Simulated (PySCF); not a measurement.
Species: C₂H₈AlClO.
Numbering: `[CH3:1][O+:2]([CH3:3])[AlH2-:4][Cl:5]` (hydrogens: H6, H7, H8 on C1; H9, H10, H11 on C3; H12, H13 on Al4)

Cartesian coordinates in Å at the PBE0-D3(BJ)/def2-SVP level; atoms count from 1:
```
atom  x, y, z in Å
C1    -1.0279   -0.8675   -0.9026
O2    -0.3948    0.0047    0.0309
C3    -0.8248    1.3608   -0.0569
Al4    1.5326   -0.2976    0.3481
Cl5    2.1910    0.3320   -1.6064
H6    -2.1152   -0.8449   -0.7386
H7    -0.7818   -0.5629   -1.9316
H8    -0.6401   -1.8757   -0.7121
H9    -1.9143    1.4050    0.0875
H10   -0.3175    1.9111    0.7444
H11   -0.5441    1.7836   -1.0343
H12    1.5475   -1.8719    0.5752
H13    1.8078    0.7549    1.5082
```

The closed-shell ground state was solved at several levels (PySCF, density fitting, gas phase, non-relativistic).

```tsv
level	basis functions	HOMO (eV)	LUMO (eV)	gap (eV)	dipole (D)
PBE0/IGLO-III	273	-7.58	0.25	7.83	5.08
CAM-B3LYP/pcSseg-1	139	-9.00	1.35	10.35	5.53
LDA/pcSseg-1	139	-6.42	-0.78	5.64	5.33
B3LYP/pcSseg-1	139	-7.42	0.19	7.61	5.46
BHandHLYP/pcSseg-1	139	-8.85	1.23	10.08	5.58
B3LYP/cc-pVTZ	270	-7.41	0.11	7.52	5.25
PBE0/def2-TZVP	215	-7.62	0.28	7.90	5.23
PBE0/cc-pVDZ	118	-7.53	0.52	8.05	5.31
PBE0/6-31G*	94	-7.56	0.51	8.07	5.51
PBE0/6-311+G(2d,p)	199	-7.66	-0.11	7.55	5.27
BP86/pcSseg-1	139	-6.46	-0.53	5.93	5.38
BLYP/pcSseg-1	139	-6.21	-0.32	5.89	5.35
```

Problem. Estimate the row for PBE0/STO-3G, a basis of 41 functions; the other rows only guide the guess.

Solution. HOMO -4.65 eV, LUMO 5.35 eV, gap 10.00 eV, dipole 5.73 D.

Problem. Over all these levels, which gives the widest orbital gap and which the narrowest?

Solution. CAM-B3LYP/pcSseg-1 (range-separated hybrid) has the widest, 10.35 eV, and LDA/pcSseg-1 (LDA) the narrowest, 5.64 eV. The two share the basis. From the narrowest to the widest the HOMO moves by -2.58 eV and the LUMO by +2.13 eV.

Problem. How much does the basis alone move the frontier levels among the 6 PBE0 rows (the withheld one included)?

Solution. The HOMO by 3.01 eV and the LUMO by 5.46 eV. By rising basis size (HOMO, LUMO in eV): STO-3G -4.65, 5.35; 6-31G* -7.56, 0.51; cc-pVDZ -7.53, 0.52; 6-311+G(2d,p) -7.66, -0.11; def2-TZVP -7.62, 0.28; IGLO-III -7.58, 0.25.

Problem. In the pcSseg-1 basis, how does the gap go with the fixed share of exact exchange?

Solution. LDA (0 %) 5.64 eV; BLYP (0 %) 5.89 eV; BP86 (0 %) 5.93 eV; B3LYP (20 %) 7.61 eV; BHandHLYP (50 %) 10.08 eV. Each rise in the share widens the gap here.

Problem. How far do the dipole and the HOMO energy spread over the levels?

Solution. The dipole runs from 5.08 to 5.73 D (mean 5.39 D) and the HOMO from -9.00 to -4.65 eV.

One conformer stands for the species.
